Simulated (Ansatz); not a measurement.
GeH2MePh (C₇H₁₀Ge), relaxed as a singlet with RKS PBE0-D4/def2-SVP in Ansatz, starting from the GFN2-xTB geometry. Force threshold 0.02 eV/Å.

Start:

```xyz
18

Ge   -1.7240   -0.5283   -0.8468
H    -2.7117    0.5941   -1.0290
H    -1.6041   -1.2340   -2.1720
C    -2.3893   -1.7901    0.5121
H    -3.3691   -2.1741    0.2416
H    -2.4692   -1.3009    1.4795
H    -1.7094   -2.6323    0.6154
C     0.0148    0.2216   -0.3423
C     1.1904   -0.4619   -0.6242
C     2.4178    0.0480   -0.2406
C     2.4834    1.2552    0.4341
C     1.3190    1.9480    0.7219
C     0.0960    1.4314    0.3354
H     1.1390   -1.4038   -1.1556
H     3.3239   -0.4949   -0.4686
H     3.4397    1.6573    0.7347
H     1.3677    2.8915    1.2468
H    -0.8150    1.9731    0.5576
```

(1) Estimate the energy that the relaxation releases and the steps that it takes.

(2) Does the start keep its bonding and symmetry?

(3) Predict the relaxed structure.

Results:

(1) 7.4 kJ/mol, in 4 steps; 16 s on 2 threads of AMD EPYC 7R13 on a shared host and a share (18 GiB) of an NVIDIA H100 80GB HBM3. No frequencies were taken in this run, so the end may be a saddle point.

(2) By distances, no bond broke or formed. The bond that changes most is Ge1–H3, from 1.51 to 1.54 Å (atoms count from 1).

(3) 
```xyz
18

Ge   -1.738   -0.530   -0.854
H    -2.743    0.631   -1.012
H    -1.592   -1.267   -2.203
C    -2.371   -1.777    0.512
H    -3.349   -2.196    0.235
H    -2.468   -1.260    1.478
H    -1.654   -2.603    0.630
C    -0.008    0.212   -0.347
C     1.179   -0.476   -0.634
C     2.416    0.035   -0.242
C     2.483    1.248    0.442
C     1.312    1.947    0.731
C     0.077    1.432    0.337
H     1.143   -1.427   -1.175
H     3.332   -0.514   -0.474
H     3.452    1.652    0.748
H     1.361    2.900    1.264
H    -0.833    1.994    0.566
```
Bond lengths: 6 × C–C 1.39 to 1.40 Å; 2 × C–Ge 1.95 Å; 8 × C–H 1.09 to 1.10 Å; 2 × Ge–H 1.54 Å.
